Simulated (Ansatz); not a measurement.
NbOBr₂, SMILES [O]=[Nb]([Br])[Br] (connectivity only; charge and spin as stated), neutral, multiplicity 2.

Geometry optimised at B3LYP-D3(BJ)/def2-SVP. The multiplicity is an assumed one; other spin states were not compared. The def2 effective core potentials stand for the cores of Nb; spin–orbit coupling is left out.

Two levels are set side by side: PBE/def2-TZVPD (Ansatz, a first-principles code) and PBE0/def2-TZVPD (Ansatz). Energy differences of separate SCF runs at the same geometry; the states with an electron removed or added have multiplicity 1 and 3. Differences are taken from unrounded values.

| quantity | PBE0 | PBE | PBE minus PBE0 |
|---|---|---|---|
| vertical ionisation energy (eV) | 8.96 | 8.55 | -0.41 |
| vertical electron affinity (eV) | 2.14 | 1.90 | -0.24 |
